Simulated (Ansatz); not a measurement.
Start from `[NH]=[V]([NH2])([F])[F]` and change one element to get `[NH]=[Nb]([NH2])([F])[F]`.

Ansatz, PBE0-D4/def2-TZVP geometries, multiplicity 1. Each molecule was computed in one conformer, which needn't be the lowest.

Elements past krypton have def2 core potentials. Scalar relativity is left out up to krypton.

```json
{"property": "LUMO energy (PBE/def2-TZVPP) / eV", "`[NH]=[V]([NH2])([F])[F]`": "-3.33"}
{"property": "ideal-gas entropy at 298 K and 1 bar (rigid rotor, harmonic PBE0-D4/def2-TZVP) / J/(mol·K)", "`[NH]=[V]([NH2])([F])[F]`": "336"}
{"property": "HOMO energy (PBE/def2-TZVPP) / eV", "`[NH]=[V]([NH2])([F])[F]`": "-7.09"}
{"property": "size of the dipole moment (B3LYP/def2-TZVPP) / D", "`[NH]=[V]([NH2])([F])[F]`": "3.13"}
{"property": "HOMO–LUMO gap (PBE0/def2-TZVPP) / eV", "`[NH]=[V]([NH2])([F])[F]`": "6.12"}
{"property": "size of the dipole moment (ωB97M-V/def2-TZVPP) / D", "`[NH]=[V]([NH2])([F])[F]`": "3.14"}
```

(1) What does the change do to each property? (An estimate is asked.)

Results:

(1) Ansatz gave: 
| property | `[NH]=[Nb]([NH2])([F])[F]` | shift |
| --- | --- | --- |
| LUMO energy (PBE/def2-TZVPP) / eV | -2.02 | 1.31 |
| ideal-gas entropy at 298 K and 1 bar (rigid rotor, harmonic PBE0-D4/def2-TZVP) / J/(mol·K) | 347 | 11 |
| HOMO energy (PBE/def2-TZVPP) / eV | -6.77 | 0.32 |
| size of the dipole moment (B3LYP/def2-TZVPP) / D | 2.54 | -0.59 |
| HOMO–LUMO gap (PBE0/def2-TZVPP) / eV | 7.04 | 0.92 |
| size of the dipole moment (ωB97M-V/def2-TZVPP) / D | 2.47 | -0.67 |

With PBE0 the HOMO rises by 0.32 eV and the LUMO rises by 1.25 eV, so the gap widens by about 0.93 eV. PBE moves the HOMO by 0.32 eV and ωB97M-V by 0.31 eV. Dipoles are sizes alone; their direction can turn.

B3LYP here is the variant with VWN-RPA as its local correlation; programs differ in this.
